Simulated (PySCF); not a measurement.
Computed IR spectrum (relative IR intensity) of a molecule C5H6O2. Geometry optimised at B3LYP-D3(BJ)/def2-SVP. Other conformers were not sampled. Method: B3LYP-D3(BJ)/def2-SVP run with PySCF. No scaling factor is applied to the harmonic values.

```tsv
ν (cm⁻¹)	relative intensity
489	2.1
700	2.8
723	15
762	8.7
866	12
922	3.5
986	13
1064	7.8
1156	5.7
1204	58
1300	25
1370	8.1
1812	100
3009	15
3062	7.0
3124	3.0
3290	2.3
```

Q: Pick the molecule that these values belong to.
(A) CC=C1OC=CO1
(B) O=C1C=CCOC1
(C) CC1=CC(=O)CO1
(D) C#C[C@H](C)C(=O)O

A: A, CC=C1OC=CO1
